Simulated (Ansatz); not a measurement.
CH4ClFMoO2S, SMILES `C[O][Mo]([OH])([F])(=[S])[Cl]`. Charge 0, multiplicity 1. Mo: def2 effective core potential.

```csv
atom,x (Å),y (Å),z (Å)
C1,1.7988,0.3530,0.1869
O2,0.5046,0.5536,0.6767
Mo3,-1.1692,0.1471,0.0727
O4,-0.5089,-1.6304,0.0256
F5,-2.3994,-0.5755,-1.1401
S6,-2.3687,0.5061,1.7358
Cl7,-1.1603,1.9796,-1.2946
H8,1.9127,-0.6946,-0.1104
H9,1.9652,1.0008,-0.6804
H10,2.5143,0.5990,0.9732
H11,-1.0892,-2.2387,-0.4455
```

**Question.** List the harmonic frequencies (cm⁻¹, unscaled) at PBE0-D4/def2-TZVP in Ansatz. (Estimate.)

**Answer.** The calculation gave: 44, 94, 126, 141, 174, 200, 212, 290, 308, 366, 390, 458, 577, 612, 648, 689, 845, 1129, 1153, 1186, 1445, 1478, 1479, 3024, 3102, 3134, 3846.

**Question.** Is this a minimum?

**Answer.** Yes, all 27 modes are real.

**Question.** Give the ideal-gas thermochemistry at 298.15 K and 1 bar (rigid rotor, harmonic oscillator; point group C1, symmetry number 1).

**Answer.** Zero-point energy 162.4 kJ/mol; H(298) − E = 191.0 kJ/mol; entropy 420.7 J/(mol·K), of which translation 176.7, rotation 124.0, vibration 120.0; G(298) − E = 65.6 kJ/mol. Modes under 100 cm⁻¹ are hindered rotations or soft bends, so the harmonic entropy is rough.

**Question.** Rotational constants (cm⁻¹)?

**Answer.** 0.04525, 0.041, 0.03386.
